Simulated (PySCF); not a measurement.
ClH₃OSn, SMILES [SnH2]([Cl])[OH]. Atoms are numbered in the order given.

```xyz
6

Sn    -0.0551    -0.4822     0.0262
O      1.8665    -0.4618    -0.4781
Cl    -0.7929     1.7708     0.1225
H     -0.8244    -1.2656    -1.2795
H     -0.2737    -1.1243     1.6019
H      2.4024     0.0889     0.1102
```

Geometry optimised at B3LYP-D3(BJ)/def2-SVP. The def2 effective core potentials stand for the cores of Sn; spin–orbit coupling is left out. One conformer was computed; it need not be the lowest.

All values below come from CAM-B3LYP/def2-TZVPD in PySCF.

Mulliken values depend strongly on the basis, most of all with diffuse functions as here. ESP charges are fitted to the potential on shells at 1.4 to 2.0 van der Waals radii. Atomic charges (e):

```tsv
atom	ESP fit	Mulliken
Sn1	0.57	0.93
O2	-0.63	-0.70
Cl3	-0.27	-0.43
H4	0.00	-0.05
H5	-0.05	-0.05
H6	0.38	0.30
```
